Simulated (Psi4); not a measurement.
C₄H₈O₂S, charge +1, doublet, at a GFN2-xTB geometry (a state made from the parent by changing its charge; the spin is typed, not shown lowest), atoms displaced at random by about 0.08 Å a coordinate; HF/STO-3G, gradient (Psi4).

The Psi4 input:
```
memory 2 GB

molecule mol {
1 2
O     1.731630    0.753337   -0.685574
S     0.702683    0.427435    0.327090
O     0.754452    0.608077    1.657693
C    -1.049103    0.973451   -0.222786
C    -1.557854   -0.291445   -1.011010
C    -1.170877   -1.349929   -0.125333
C     0.280125   -1.274606   -0.049750
H    -1.448200    1.265561    0.695797
H    -0.985296    1.835527   -0.921541
H    -2.604024   -0.306750   -1.099785
H    -1.182815   -0.449778   -2.103112
H    -1.451038   -2.398569   -0.497140
H    -1.715254   -1.368573    0.799420
H     0.780859   -1.991751    0.834253
H     1.023666   -1.744437   -0.966734
symmetry c1
no_reorient
no_com
}

set {
  basis sto-3g
  reference uhf
}

gradient('scf')
print_variables()
```

It wrote (shortened):

```
gradient() will perform analytic gradient computation.

   => Loading Basis Set <=

    Name: STO-3G
    Role: ORBITAL
    Keyword: BASIS

         ---------------------------------------------------------
                                   SCF
               by Justin Turney, Rob Parrish, Andy Simmonett
                          and Daniel G. A. Smith
                              UHF Reference
         ---------------------------------------------------------

  ==> Geometry <==

    Molecular point group: c1
    Full point group: C1

    Geometry (in Angstrom), charge = 1, multiplicity = 2:

       Center              X                  Y                   Z               Mass
    ------------   -----------------  -----------------  -----------------  -----------------
         O            1.731630000000     0.753337000000    -0.685574000000    15.994914619570
         S            0.702683000000     0.427435000000     0.327090000000    31.972071174400
         O            0.754452000000     0.608077000000     1.657693000000    15.994914619570
         C           -1.049103000000     0.973451000000    -0.222786000000    12.000000000000
         C           -1.557854000000    -0.291445000000    -1.011010000000    12.000000000000
         C           -1.170877000000    -1.349929000000    -0.125333000000    12.000000000000
         C            0.280125000000    -1.274606000000    -0.049750000000    12.000000000000
         H           -1.448200000000     1.265561000000     0.695797000000     1.007825032230
         H           -0.985296000000     1.835527000000    -0.921541000000     1.007825032230
         H           -2.604024000000    -0.306750000000    -1.099785000000     1.007825032230
         H           -1.182815000000    -0.449778000000    -2.103112000000     1.007825032230
         H           -1.451038000000    -2.398569000000    -0.497140000000     1.007825032230
         H           -1.715254000000    -1.368573000000     0.799420000000     1.007825032230
         H            0.780859000000    -1.991751000000     0.834253000000     1.007825032230
         H            1.023666000000    -1.744437000000    -0.966734000000     1.007825032230

  Running in c1 symmetry.

  Rotational constants: A =      0.12714  B =      0.06672  C =      0.06473 [cm^-1]
  Rotational constants: A =   3811.61871  B =   2000.32996  C =   1940.40733 [MHz]
  Nuclear repulsion =  432.432645467995144

  Charge       = 1
  Multiplicity = 2
  Electrons    = 63
  Nalpha       = 32
  Nbeta        = 31

  ==> Algorithm <==

  SCF Algorithm Type is DF.
  DIIS enabled.
  MOM disabled.
  Fractional occupation disabled.
  Guess Type is SAD.
  Energy threshold   = 1.00e-08
  Density threshold  = 1.00e-08
  Integral threshold = 1.00e-12

  ==> Primary Basis <==

  Basis Set: STO-3G
    Blend: STO-3G
    Number of shells: 31
    Number of basis functions: 47
    Number of Cartesian functions: 47
    Spherical Harmonics?: true
    Max angular momentum: 1

   => Loading Basis Set <=

    Name: (STO-3G AUX)
    Role: JKFIT
    Keyword: DF_BASIS_SCF

  ==> Integral Setup <==

  SCF_SUBTYPE=INCORE selected. In-core MEM_DF algorithm will be used.
  Using in-core AOs.

  ==> MemDFJK: Density-Fitted J/K Matrices <==

    J tasked:                   Yes
    K tasked:                   Yes
    wK tasked:                   No
    Algorithm:                 Core
    Schwarz Cutoff:           1E-12
    Mask sparsity (%):       2.3540
    Fitting Condition:        1E-10

   => Auxiliary Basis Set <=

  Basis Set: (STO-3G AUX)
    Blend: DEF2-UNIVERSAL-JKFIT
    Number of shells: 236
    Number of basis functions: 726
    Number of Cartesian functions: 857
    Spherical Harmonics?: true
    Max angular momentum: 4

  Minimum eigenvalue in the overlap matrix is 1.8725680717E-01.
  Reciprocal condition number of the overlap matrix is 7.1252938396E-02.
    Using symmetric orthogonalization.

  ==> Pre-Iterations <==

  SCF Guess: Superposition of Atomic Densities via on-the-fly atomic UHF (no occupation information).

   -------------------------
    Irrep   Nso     Nmo
   -------------------------
     A         47      47
   -------------------------
    Total      47      47
   -------------------------

  ==> Iterations <==

                           Total Energy        Delta E     RMS |[F,P]|

   @DF-UHF iter SAD:  -690.90604105277760   -6.90906e+02   0.00000e+00
   @DF-UHF iter   1:  -694.03968576225634   -3.13364e+00   1.50299e-02 DIIS/ADIIS
   @DF-UHF iter   2:  -694.30651453785094   -2.66829e-01   9.65171e-03 DIIS/ADIIS
   @DF-UHF iter   3:  -694.42755750546007   -1.21043e-01   2.45123e-03 DIIS/ADIIS
   @DF-UHF iter   4:  -694.44898553367750   -2.14280e-02   2.12803e-03 DIIS/ADIIS
   @DF-UHF iter   5:  -694.46564618032028   -1.66606e-02   1.68125e-03 DIIS/ADIIS
   @DF-UHF iter   6:  -694.47935704718293   -1.37109e-02   1.45498e-03 DIIS/ADIIS
   @DF-UHF iter   7:  -694.49272383076607   -1.33668e-02   1.29560e-03 DIIS/ADIIS
   @DF-UHF iter   8:  -694.49538331587109   -2.65949e-03   3.80223e-04 DIIS/ADIIS
   @DF-UHF iter   9:  -694.49612596850568   -7.42653e-04   1.26917e-04 DIIS/ADIIS
   @DF-UHF iter  10:  -694.49620897788861   -8.30094e-05   1.17476e-04 DIIS/ADIIS
   @DF-UHF iter  11:  -694.49628781195770   -7.88341e-05   5.94812e-05 DIIS
   @DF-UHF iter  12:  -694.49630722636039   -1.94144e-05   2.32020e-05 DIIS
   @DF-UHF iter  13:  -694.49631163811239   -4.41175e-06   1.67978e-05 DIIS
   @DF-UHF iter  14:  -694.49631420522996   -2.56712e-06   1.47711e-05 DIIS
   @DF-UHF iter  15:  -694.49631784155122   -3.63632e-06   1.37762e-05 DIIS
   @DF-UHF iter  16:  -694.49632243552105   -4.59397e-06   1.32606e-05 DIIS
   @DF-UHF iter  17:  -694.49633206024930   -9.62473e-06   1.20469e-05 DIIS
   @DF-UHF iter  18:  -694.49635464894595   -2.25887e-05   9.17851e-06 DIIS
   @DF-UHF iter  19:  -694.49636515460861   -1.05057e-05   7.11046e-06 DIIS
   @DF-UHF iter  20:  -694.49637347595819   -8.32135e-06   2.98054e-06 DIIS
[...]
    ---------------------

    Alpha Occupied:

[...]
    Alpha Virtual:

[...]
    Beta Occupied:

[...]
      31A     -0.532131

    Beta Virtual:

[...]
      47A      0.652503

    Final Occupation by Irrep:
              A
    DOCC [    31 ]
    SOCC [     1 ]
    NA   [    32 ]
    NB   [    31 ]

  @DF-UHF Final Energy:  -694.49637436948149

   => Energetics <=

    Nuclear Repulsion Energy =            432.4326454679951439
    One-Electron Energy =               -1800.7459049570670686
    Two-Electron Energy =                 673.8168851195904381
    Total Energy =                       -694.4963743694814866

  UHF NO Occupations:
  HONO-2 :   30  A 1.9966686
  HONO-1 :   31  A 1.9918315
  HONO-0 :   32  A 1.0000000
  LUNO+0 :   33  A 0.0081685
  LUNO+1 :   34  A 0.0033314
  LUNO+2 :   35  A 0.0006563
  LUNO+3 :   36  A 0.0001036

Computation Completed

Properties will be evaluated at   0.000000,   0.000000,   0.000000 [a0]

Properties computed using the SCF density matrix

 Multipole Moments:

 ------------------------------------------------------------------------------------
     Multipole            Electronic (a.u.)      Nuclear  (a.u.)        Total (a.u.)
 ------------------------------------------------------------------------------------

 L = 1.  Multiply by 2.5417464519 to convert [e a0] to [Debye]
 Dipole X            :         -5.0630063            4.8437989           -0.2192074
 Dipole Y            :         -1.9533612            1.7316090           -0.2217523
 Dipole Z            :         -3.3709649            2.4533861           -0.9175789
 Magnitude           :                                                    0.9691114

 ------------------------------------------------------------------------------------

         ------------------------------------------------------------
                                   SCF GRAD
                          Rob Parrish, Justin Turney,
                       Andy Simmonett, and Alex Sokolov
         ------------------------------------------------------------

  ==> Geometry <==

    Molecular point group: c1
    Full point group: C1

    Geometry (in Angstrom), charge = 1, multiplicity = 2:

       Center              X                  Y                   Z               Mass
    ------------   -----------------  -----------------  -----------------  -----------------
         O            1.731630000000     0.753337000000    -0.685574000000    15.994914619570
         S            0.702683000000     0.427435000000     0.327090000000    31.972071174400
         O            0.754452000000     0.608077000000     1.657693000000    15.994914619570
         C           -1.049103000000     0.973451000000    -0.222786000000    12.000000000000
         C           -1.557854000000    -0.291445000000    -1.011010000000    12.000000000000
         C           -1.170877000000    -1.349929000000    -0.125333000000    12.000000000000
         C            0.280125000000    -1.274606000000    -0.049750000000    12.000000000000
         H           -1.448200000000     1.265561000000     0.695797000000     1.007825032230
         H           -0.985296000000     1.835527000000    -0.921541000000     1.007825032230
         H           -2.604024000000    -0.306750000000    -1.099785000000     1.007825032230
         H           -1.182815000000    -0.449778000000    -2.103112000000     1.007825032230
         H           -1.451038000000    -2.398569000000    -0.497140000000     1.007825032230
         H           -1.715254000000    -1.368573000000     0.799420000000     1.007825032230
         H            0.780859000000    -1.991751000000     0.834253000000     1.007825032230
         H            1.023666000000    -1.744437000000    -0.966734000000     1.007825032230

  Nuclear repulsion =  432.432645467995144

  ==> Basis Set <==

  Basis Set: STO-3G
    Blend: STO-3G
    Number of shells: 31
    Number of basis functions: 47
    Number of Cartesian functions: 47
    Spherical Harmonics?: true
    Max angular momentum: 1

  ==> DFJKGrad: Density-Fitted SCF Gradients <==

    Gradient:                    1
    J tasked:                  Yes
    K tasked:                  Yes
    wK tasked:                  No
    Integrals threads:           1
    Schwarz Cutoff:          1E-12
    Fitting Condition:       1E-10

   => Auxiliary Basis Set <=

  Basis Set: (STO-3G AUX)
    Blend: DEF2-UNIVERSAL-JKFIT
    Number of shells: 236
    Number of basis functions: 726
    Number of Cartesian functions: 857
    Spherical Harmonics?: true
    Max angular momentum: 4

  -Total Gradient:
     Atom            X                  Y                   Z
    ------   -----------------  -----------------  -----------------
       1       -0.193998028440    -0.068184092060     0.185545432613
       2        0.246267291209     0.096811465438     0.206506691235
       3       -0.046128798899    -0.071120254450    -0.421589751381
       4       -0.032554112898    -0.019147182004     0.121601572097
       5        0.006950892438    -0.055743213436     0.060609877760
       6        0.036827994097     0.150763003920     0.007426758816
       7       -0.190460267246     0.175916381167    -0.018691936931
       8        0.029804315329    -0.002194784466    -0.041168670589
       9       -0.003178900649     0.006290560992    -0.018049985946
      10        0.040736608776    -0.015520402936     0.001334658327
      11        0.004868976244    -0.021402589021    -0.058349288546
      12       -0.015282840714    -0.042209526977    -0.001218540936
      13       -0.006030779563    -0.018277519341    -0.020786964752
      14        0.045079952935    -0.064504979710     0.053077111920
      15        0.077097697377    -0.051476867114    -0.056246963686

  Variable Map:
  ----------------------------------------------------------------------------
[...]
  Array Variable Map:
  ----------------------------------------------------------------------------
[...]
[...]
```
